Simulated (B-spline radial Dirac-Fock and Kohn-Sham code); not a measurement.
## X-ray scattering factor of Co³⁺

System: Co³⁺, [Ar] 3d4 4s2 (not the ground configuration).

Method: relativistic Hartree-Fock (Dirac-Fock) wave functions, averaged over the configuration. Computed with a radial atomic solver. f₀ is the Fourier transform of the spherical electron density, S the Waller-Hartree incoherent function, and s = sin θ/λ. The electron scattering factor follows from the Mott-Bethe formula f_e = 0.023934 Å⁻¹·(Z − f₀)/s².

```
s (Å⁻¹)      f₀       S  f_e (Å)
      0  24.000   0.000        –
   0.05  23.651   0.503   32.058
    0.1  22.697   1.709   10.300
   0.15  21.354   3.066    6.005
    0.2  19.856   4.300    4.275
   0.25  18.360   5.432    3.308
    0.3  16.941   6.537    2.675
   0.35  15.617   7.620    2.224
    0.4  14.385   8.651    1.887
   0.45  13.244   9.608    1.626
    0.5  12.198  10.488    1.417
    0.6  10.409  12.046    1.103
    0.7   9.033  13.368    0.878
    0.8   8.023  14.475    0.710
    0.9   7.292  15.391    0.582
      1   6.751  16.152    0.485
    1.1   6.324  16.798    0.409
    1.2   5.957  17.362    0.350
    1.4   5.290  18.329    0.265
    1.6   4.643  19.143    0.209
    1.8   4.022  19.833    0.170
      2   3.455  20.410    0.141
    2.5   2.382  21.436    0.094
      3   1.768  22.060    0.067
    3.5   1.442  22.470    0.050
      4   1.258  22.774    0.039
      5   1.033  23.215    0.025
      6   0.854  23.510    0.017
```

f₀ starts at the number of electrons, 24, and has fallen to half at s ≈ 0.51 Å⁻¹. The sum of ⟨r²⟩ over the electrons is 19.37 bohr². For an ion f_e diverges as s goes to zero, because of the net charge.
